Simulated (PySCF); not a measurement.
C₃H₂N₂O₂, SMILES O=Cc1ncno1, point group Cs.

Level: B3LYP/pcSseg-1 in PySCF (density fitting, grid level 2); geometry and Hessian at that level, cubic constants and property derivatives from steps of ±0.6 along each species' dimensionless normal coordinates, second-order vibrational perturbation theory. The parent has the commonest isotopes.

Equilibrium geometry (Å):

```csv
atom,x,y,z
O1,2.3356,-0.2260,-1.3521
C2,1.4644,0.5028,-0.9563
C3,0.2847,0.0316,-0.1808
N4,-0.6809,0.7798,0.2674
C5,-1.4818,-0.1380,0.8921
N6,-1.0498,-1.3701,0.8393
O7,0.1376,-1.2656,0.1196
H8,1.4504,1.5972,-1.1278
H9,-2.4060,0.1122,1.3977
```

**Question.** Give the equilibrium and ground-state rotational constants (MHz) of parent; ¹⁵N at 4.

**Answer.** 
```csv
species,Ae,Be,Ce,A0,B0,C0,Δ0 (u Å²),harmonic ZPE (cm⁻¹)
parent,8857.2,2153.5,1732.3,8794.4,2139.1,1720.8,-0.031,12171
¹⁵N at 4,8648.1,2148.6,1721,8587.3,2134.3,1709.6,-0.029,12137
```

Δ0 = Ic − Ia − Ib from the ground-state constants.

**Question.** How is the parent's vibrational correction B0 − Be made up?

**Answer.** 
```csv
axis,harmonic,Coriolis,cubic,total (MHz)
a,9.74,-17.6,-54.9,-62.8
b,1.65,-1.11,-14.9,-14.4
c,0.55,-0.323,-11.7,-11.5
```

**Question.** And its quartic centrifugal distortion constants from the harmonic force field?

**Answer.** Asymmetric top, A reduction, Ir representation: ΔJ = 0.196 kHz, ΔJK = 0.398 kHz, ΔK = 2.5 kHz, δJ = 0.0448 kHz, δK = 0.883 kHz.

A mode lies under 250 cm⁻¹, where this perturbation treatment is rough. Internal rotors are held in one well.
